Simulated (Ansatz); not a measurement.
An input meant for Sn(NH2)Me3 (C₃H₁₁NSn) (charge 0, singlet; atoms displaced at random, 0.08 Å in each coordinate).

```yaml
crystal:
  periodic: [false, false, false]
  atoms:
    - {symbol: Sn, position_ang: [-0.050799, -0.087988, 0.045438]}
    - {symbol: N, position_ang: [0.099875, -0.090249, 2.193152]}
    - {symbol: H, position_ang: [-0.857399, -0.213045, 2.618054]}
    - {symbol: H, position_ang: [0.576662, 0.499941, 2.644296]}
    - {symbol: C, position_ang: [2.094368, -0.078188, -0.476094]}
    - {symbol: H, position_ang: [1.951356, -0.146746, -1.585987]}
    - {symbol: H, position_ang: [2.549537, -0.926226, -0.132213]}
    - {symbol: H, position_ang: [2.378696, 1.016575, -0.264265]}
    - {symbol: C, position_ang: [-0.995995, 1.780217, -0.441506]}
    - {symbol: H, position_ang: [-0.945251, 1.779054, -1.619215]}
    - {symbol: H, position_ang: [-0.532928, 2.686915, -0.050660]}
    - {symbol: H, position_ang: [-1.970805, 1.777271, -0.086474]}
    - {symbol: C, position_ang: [-1.076380, -1.814941, -0.668351]}
    - {symbol: H, position_ang: [-2.002909, -1.850335, -0.202574]}
    - {symbol: H, position_ang: [-0.657502, -2.772262, -0.152962]}
    - {symbol: H, position_ang: [-1.206794, -1.741293, -1.712154]}
basis:
  gaussian: {orbitals: def2-TZVP}
hamiltonian: {xc: {name: HF}}
correlation: {method: mp2, frozen_orbitals: {Sn: 0}}
output: {forces: true}
```

```sh
$ ansatz run in.yaml --threads 4 --pin off --events-out ev --progress --plain --max-ram 8704MiB
```

Shortened log:

```
Functional definition: HF
Error: "frozen_orbitals" has no count for N
```

(1) What is wrong with this run?

Results:

(1) Frozen orbitals are typed for one element alone, and the program wants a count for each (the count typed has to fit that element's core, too). The program refused the input.
